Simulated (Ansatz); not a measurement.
**Abstraction of F: C3H6F2 + InHF → C3H6F + InHF2**

Species: C3H6F2 `CC(F)CF`, singlet; InHF `[F][InH]`, doublet; C3H6F `C[CH]CF`, doublet; InHF2 `[F][InH][F]`, singlet. A radical takes F: the energy is the difference in strength between the C–F bond broken and the In–F bond made.

Shapes, held fixed at every level: PBE0-D4/def2-TZVP. Flexible molecules stand in one conformer, not always the lowest. Programs: Ansatz 0.2.0. The zero-point and thermal change to 298 K, harmonic and unscaled (PBE0-D4/def2-TZVP), is -7.1 kJ/mol.

```json
{"level": "SPW92/def2-TZVPP", "kind": "LDA", "ΔH(298 K) (kJ/mol)": "+37.5", "less CCSD(T)/def2-TZVPP": "+29.3", "CPU time (sum over the molecules)": "11 s"}
{"level": "r2SCAN-D4/def2-TZVPP", "kind": "meta-GGA", "ΔH(298 K) (kJ/mol)": "+0.2", "less CCSD(T)/def2-TZVPP": "-8.0", "CPU time (sum over the molecules)": "36 s"}
{"level": "PBE0-D4/def2-TZVPP", "kind": "global hybrid", "ΔH(298 K) (kJ/mol)": "+11.8", "less CCSD(T)/def2-TZVPP": "+3.6", "CPU time (sum over the molecules)": "20 s"}
{"level": "B2PLYP/def2-TZVPP", "kind": "double hybrid", "ΔH(298 K) (kJ/mol)": "+6.4", "less CCSD(T)/def2-TZVPP": "-1.8", "CPU time (sum over the molecules)": "35 s"}
{"level": "CCSD(T)/def2-SVP", "kind": "coupled cluster or CI", "ΔH(298 K) (kJ/mol)": "+13.9", "less CCSD(T)/def2-TZVPP": "+5.7", "CPU time (sum over the molecules)": "35 s"}
{"level": "CCSD/def2-SVP", "kind": "coupled cluster or CI", "ΔH(298 K) (kJ/mol)": "+10.6", "less CCSD(T)/def2-TZVPP": "+2.4", "CPU time (sum over the molecules)": "–"}
{"level": "CCSD/def2-TZVPP", "kind": "coupled cluster or CI", "ΔH(298 K) (kJ/mol)": "+6.8", "less CCSD(T)/def2-TZVPP": "-1.4", "CPU time (sum over the molecules)": "–"}
{"level": "CCSD(T)/def2-TZVPP", "kind": "coupled cluster or CI", "ΔH(298 K) (kJ/mol)": "+8.2", "less CCSD(T)/def2-TZVPP": "0.0", "CPU time (sum over the molecules)": "13 min"}
```

The highest level, CCSD(T)/def2-TZVPP, gives ΔH(298 K) = +8.2 kJ/mol; the levels span +0.2 to +37.5. The column of differences is taken from that level and isn't an error. No measured value is set beside it here. Open shells run unrestricted unless RO is named. For atoms past krypton def2 sets carry core potentials with scalar relativity. Correlated rows may include outer-core shells of In, which these sets cover unevenly. Times are processor times on shared x86 and Arm servers, and rough.
